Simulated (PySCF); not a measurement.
# Tl₃N: from structure and modes to constants

All numbers come from PySCF, B3LYP, basis N def2-SVP, Tl def2-SVP with ECP60 (scalar-relativistic core potentials, no spin–orbit coupling, density fitting).

The singlet minimum has D3h symmetry. Masses (u): N 14.00307, Tl 204.97441.

```xyz
4
charge 0 multiplicity 1, angstrom
N     0.0000    0.0000    0.0000
Tl    2.2266    0.0000    0.0000
Tl   -1.1133    1.9283    0.0000
Tl   -1.1133   -1.9283    0.0000
```

Harmonic wavenumbers (cm⁻¹): 45.0 (e', ×2), 125.5 (a1', ×1), 125.8 (a2'', ×1), 530.4 (e', ×2).

(1) Find the principal moments of inertia and the rotational constants. What kind of rotor is it?

(2) What is the harmonic zero-point energy?

(3) Find the vibrational entropy and heat capacity at 298.15 K.

(4) Give the standard entropy (298.15 K, 1 bar) by its translational, rotational, vibrational and spin parts, and Cp.

## Answers

(1) About the centre of mass I = 1524.3, 1524.3, 3048.7 u Å². With B = 16.8576/I this gives 0.01106, 0.01106, 0.005529 cm⁻¹. The molecule is an oblate symmetric top.

(2) Half the sum of all 6 wavenumbers, 1402/2 = 701 cm⁻¹, which is 8.4 kJ/mol (1 cm⁻¹ = 0.0119627 kJ/mol).

(3) With u = 1.43878 ω/T, each mode gives S = R[u/(eᵘ−1) − ln(1−e⁻ᵘ)] and C = R u² eᵘ/(eᵘ−1)².
```
  ω (cm⁻¹)      u  S (J/(mol K))  C (J/(mol K))
 45.0 (×2)  0.217          21.02           8.28
     125.5  0.606          12.61           8.06
     125.8  0.607          12.59           8.06
530.4 (×2)  2.560           2.45           4.95
```
The sums over all modes are S = 72.1 and C = 42.6 J/(mol K); the softest mode gives 29 % of the entropy (each member, where degenerate).

(4) Sackur–Tetrode with M = 628.93 u gives 189.2; rotation with symmetry number 6 gives 127.9; vibration 72.1; spin R ln 1 = 0.0. The total is 389.3 J/(mol K), and Cp = 4 R + 42.6 = 75.8 J/(mol K).

This need not be the most stable arrangement of these atoms. No spin–orbit coupling is included, which matters more the heavier the element.
